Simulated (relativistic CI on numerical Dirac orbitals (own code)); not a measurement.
## Os7+: 5p photoemission

Computed with this model: Dirac-Coulomb-Breit CI, separate exchange-only KLI orbitals for each configuration, model QED (radiative potential, 1s self-energy scaled to tabulated hydrogen-like ionisation energies), valence Slater integrals scaled by 0.8, multiplet model of photoemission in the sudden approximation; configurations [Xe] 4f14 5d → [Kr] 4d10 4f14 5s2 5p5 5d; 300 K; Lorentzian 1.05 eV and Gaussian 0.6 eV FWHM. Energies are those of the free ion, without screening or charge transfer. The energies are binding energies and can lie tens of eV above those of solids. S is read from ⟨S²⟩ = S(S + 1).

Field parameters in Wybourne normalisation: Oh B⁴₀ = 21Dq, B⁴₄ = √(5/14) B⁴₀. The field is a parameter set, without covalency.

free ion: ground-state S = 0.50, centroid 153.94 eV. Peaks (eV, height): 149.0 (100), 155.8 (10), 162.2 (43), 169.0 (22).

Oh, 10Dq = 27550 cm⁻¹: ground-state S = 0.50, centroid 153.98 eV. Peaks (eV, height): 149.0 (100), 157.2 (9), 162.4 (50), 165.8 (16), 170.6 (12).

Strongest unbroadened transitions for free ion:

```csv
Energy (eV),Relative strength
146.71,14.5
147.61,37.3
148.90,100.0
149.10,60.3
150.38,12.4
151.85,1.2
155.85,13.9
162.29,72.4
164.20,0.2
164.83,0.5
169.09,36.0
```
